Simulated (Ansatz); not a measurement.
Species: CH₅OSi, charge 0, multiplicity 2. It need not be the lowest isomer of its formula. SMILES: [SiH2]([O])C
Geometry from a B3LYP-D3(BJ)/def2-TZVP (Ansatz, a first-principles code) optimisation:
```
Si
O 1 1.6579
H 1 1.4834 2 111.64
H 1 1.4834 3 109.32 2 -124.02
C 1 1.8851 3 110.71 4 -122.22
H 5 1.0890 1 110.82 3 -58.48
H 5 1.0890 6 109.38 1 122.47
H 5 1.0929 6 109.09 7 119.25
```
Charge 0, spin multiplicity 2.

Parts of the frozen-core correlation energy in def2-QZVPP (Ansatz, hartree). Frozen orbitals: 7; correlated occupied orbitals by spin: 10 and 9; virtual: 317 and 318. UHF or UKS for open shells. No spin-orbit coupling. Non-relativistic.

```tsv
term	value
reference (HF)	-404.64689
MP2 opposite-spin	-0.41955
MP2 same-spin	-0.10787
CCSD correlation	-0.56646
(T)	-0.02016
T1 diagnostic	0.019
largest doubles amplitude	0.015
<S^2> of the reference	0.758
```
